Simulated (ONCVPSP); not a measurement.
## An all-electron radial function and its pseudo partner (arsenic)

Columns: radius, all-electron u(r) and pseudo u(r) of the 4s shell (level -15.15 eV) of arsenic in the configuration [Ar] 3d10 4s1.5 4p3.5; LDA (Perdew-Wang 92), scalar-relativistic, ONCV scheme, ONCVPSP 4.0.1.

| r (bohr) | all-electron | pseudo |
| --- | --- | --- |
| 0.098 | 0.1776 | 0.0209 |
| 0.195 | 0.1434 | 0.0427 |
| 0.292 | -0.1622 | 0.0687 |
| 0.390 | -0.3562 | 0.1028 |
| 0.488 | -0.3720 | 0.1470 |
| 0.585 | -0.2652 | 0.1996 |
| 0.682 | -0.0981 | 0.2593 |
| 0.780 | 0.0877 | 0.3262 |
| 0.878 | 0.2644 | 0.4010 |
| 0.975 | 0.4172 | 0.4826 |
| 1.072 | 0.5429 | 0.5673 |
| 1.170 | 0.6418 | 0.6479 |
| 1.268 | 0.7142 | 0.7149 |
| 1.365 | 0.7627 | 0.7627 |
| 1.463 | 0.7918 | 0.7918 |
| 1.560 | 0.8042 | 0.8042 |
| 1.658 | 0.8031 | 0.8031 |
| 1.755 | 0.7916 | 0.7916 |
| 1.852 | 0.7718 | 0.7718 |
| 1.950 | 0.7456 | 0.7456 |
| 2.047 | 0.7152 | 0.7152 |
| 2.145 | 0.6814 | 0.6814 |
| 2.242 | 0.6461 | 0.6461 |
| 2.340 | 0.6094 | 0.6094 |
| 2.438 | 0.5725 | 0.5725 |
| 2.535 | 0.5363 | 0.5363 |

Problem. How many radial nodes do the two functions have?

Solution. The all-electron 4s function has n − l − 1 = 3 (the table is too coarse to show those close to the nucleus); the pseudo-wave has 0, since the states of the same l below it are removed with the core.

Problem. At about which radius was the pseudo-wave matched?

Solution. 1.40 bohr, where the columns begin to agree (steps of 0.10 bohr).

Problem. Is the pseudo-wave norm-conserving?

Solution. Yes: the ONCV scheme keeps the norm inside the radius equal to the all-electron one, which fixes the energy derivative of the logarithmic derivative at the level.
